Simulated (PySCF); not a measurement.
(3Z)-3-methylpenta-1,3-diene (C₆H₁₀), SMILES C=C/C(C)=C\C. Coordinates come from a PBE0-D3(BJ)/def2-SVP optimisation. One conformer was computed; it need not be the lowest.

Computed equilibrium geometry at PBE0-D3(BJ)/def2-SVP (PySCF confirms it by a frequency run) as bond lengths and angles, and its point group (one conformer of several):
point group Cs.
Atoms: C1 C2 C3 C4 C5 C6 H7 H8 H9 H10 H11 H12 H13 H14 H15 H16. Bonds (Å): C1–C2 1.341, C1–H7 1.093, C1–H8 1.093, C2–C3 1.463, C2–H9 1.094, C3–C4 1.502, C3–C5 1.351, C4–H10 1.099, C4–H11 1.103, C4–H12 1.103, C5–C6 1.491, C5–H13 1.097, C6–H14 1.098, C6–H15 1.103, C6–H16 1.103. Bond angles (°): C2–C1–H7 122.4, C2–C1–H8 120.9, H7–C1–H8 116.7, C1–C2–C3 125.7, C1–C2–H9 117.7, C3–C2–H9 116.6, C2–C3–C4 117.5, C2–C3–C5 122.3, C4–C3–C5 120.1, C3–C4–H10 111.3, C3–C4–H11 111.2, C3–C4–H12 111.2, H10–C4–H11 108.1, H10–C4–H12 108.1, H11–C4–H12 106.8, C3–C5–C6 128.7, C3–C5–H13 116.5, C6–C5–H13 114.8, C5–C6–H14 113.7, C5–C6–H15 110.6, C5–C6–H16 110.6, H14–C6–H15 107.7, H14–C6–H16 107.7, H15–C6–H16 106.2.
Charge 0, spin multiplicity 1.
